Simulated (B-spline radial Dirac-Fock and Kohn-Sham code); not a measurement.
Photoemission from Pm²⁺ at 9780 eV, detector at θ = 60°, φ = 180°

System: Pm²⁺ in the configuration [Xe] 4f5. Model: Dirac-Hartree-Slater photoionisation with a Latter tail; cross sections with all multipoles, angular parameters from the dipole term and its interference with E2. Program: a B-spline atomic structure program. Thresholds are orbital energies of the model. For linearly polarised light dσ/dΩ = σ/(4π) [1 + β P₂(cos θ) + (δ + γ cos²θ) sin θ cos φ], with θ from the polarisation vector and φ the angle between the beam and the projection of the electron momentum on the plane normal to the polarisation. The dipole factor is 1 + βP₂ and the non-dipole term is the rest of the bracket. Open shells are filled statistically over j.

| subshell | threshold (eV) | σ (kb) | β | γ | δ | dipole factor | non-dipole term | dσ/dΩ (kb/sr) |
| --- | --- | --- | --- | --- | --- | --- | --- | --- |
| 2s | 7408.2 | 10.3 | 1.98 | 0.01 | -0.001 | 0.752 | -0.001 | 0.618 |
| 2p1/2 | 7033.4 | 14.2 | 1.43 | 0.35 | 0.043 | 0.821 | -0.112 | 0.799 |
| 2p3/2 | 6465.4 | 23.4 | 1.52 | 0.51 | 0.056 | 0.810 | -0.159 | 1.21 |
| 3s | 1639.1 | 2.40 | 1.98 | 0.02 | -0.001 | 0.752 | -0.003 | 0.143 |
| 3p1/2 | 1475.5 | 2.22 | 1.45 | 0.99 | 0.036 | 0.818 | -0.245 | 0.101 |
| 3p3/2 | 1360.5 | 3.75 | 1.54 | 1.09 | 0.041 | 0.807 | -0.272 | 0.160 |
| 3d3/2 | 1073.2 | 1.01 | 0.97 | 1.59 | 0.239 | 0.879 | -0.551 | 0.0264 |
| 3d5/2 | 1048.0 | 1.35 | 0.89 | 1.54 | 0.261 | 0.889 | -0.560 | 0.0355 |
| 4s | 341.8 | 0.578 | 1.98 | 0.10 | -0.001 | 0.752 | -0.021 | 0.0336 |
| 4p1/2 | 278.8 | 0.477 | 1.44 | 1.07 | 0.035 | 0.820 | -0.262 | 0.0212 |
| 4p3/2 | 253.5 | 0.797 | 1.53 | 1.17 | 0.038 | 0.809 | -0.286 | 0.0332 |
| 4d3/2 | 148.6 | 0.195 | 0.93 | 1.59 | 0.233 | 0.883 | -0.546 | 0.00523 |
| 4d5/2 | 144.1 | 0.261 | 0.85 | 1.54 | 0.256 | 0.893 | -0.555 | 0.00701 |
| 4f5/2 | 22.39 | 0.00165 | 0.53 | 1.41 | 0.538 | 0.934 | -0.771 | 2.14e-05 |
| 4f7/2 | 21.83 | 0.00204 | 0.52 | 1.38 | 0.550 | 0.935 | -0.775 | 2.61e-05 |
| 5s | 59.91 | 0.100 | 1.98 | 0.12 | -0.001 | 0.752 | -0.025 | 0.00578 |
| 5p1/2 | 42.56 | 0.0675 | 1.44 | 1.08 | 0.035 | 0.820 | -0.265 | 0.00298 |
| 5p3/2 | 39.02 | 0.110 | 1.52 | 1.18 | 0.038 | 0.810 | -0.289 | 0.00454 |

Values without a named source are computed, but for edge energies of neutral atoms, which are taken from tables.
